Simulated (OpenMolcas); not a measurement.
**What dynamic correlation does to the levels of Ga2+**

| Property | Result |
| --- | --- |
| Program | OpenMolcas 26.06 |
| Basis | ANO-R2 [6s5p4d3f1g] |
| Scalar Hamiltonian | X2C, finite nucleus |
| Active space | 1 electron in 4 orbitals (4s 4p) |
| State averaging | 2S+1 = 2 even, 1 root; 2S+1 = 2 odd, 3 roots |
| Spin-orbit coupling | RASSI with atomic mean-field integrals over the reference wave functions, term energies averaged over their components |

Methods on the same reference wave functions:
A. CASSCF
B. SS-CASPT2, IPEA 0.25 Eh, imaginary shift 0.1 Eh (closed shells correlated: 3d)

Energies in cm⁻¹ above 4s ²S_1/2, the measured ground level; measured values from Shirai, Reader, Kramida and Sugar, J. Phys. Chem. Ref. Data 36, 509 (2007).

```json
{"Level": "4s ²S_1/2", "A": "0.0", "B": "0.0", "Measured": "0.0"}
{"Level": "4p ²P°_1/2", "A": "62684", "B": "65013", "Measured": "65169"}
{"Level": "4p ²P°_3/2", "A": "64038", "B": "66367", "Measured": "66888"}
```

Deviations, from unrounded energies. A percentage is the sum of absolute deviations over the sum of measured energies, with the sign that they share, or ± where signs differ.

```csv
Against measurement,Levels,A,B
mean absolute deviation (cm-1),2,2700,340
other configurations (%),2,-4.0,-0.5
```

B lies closest to measurement on these levels. The largest miss of B in the table is 4p ²P°_3/2, by -520 cm-1. The ranking rests on the paired levels alone, and a cruder setting can come out closer through cancelling errors.

The lowest spin-free term lies below A's lowest term by 0.455 hartree in B.

With one active electron the reference holds no correlation, so core polarisation is missing (holds for A). With one active electron, CASPT2 adds the correlation within the correlated inactive shells and between them and that electron, and leaves the splitting within a term as the reference gives it (holds for B). Measured partners are found by configuration, term and J. A level has none where our copy of the source lacks it or the pairing is in doubt (some pairs that miss far off the trend of their configuration count as doubtful), and it then counts in no deviation. Only configurations of the active space appear.

° marks odd parity.
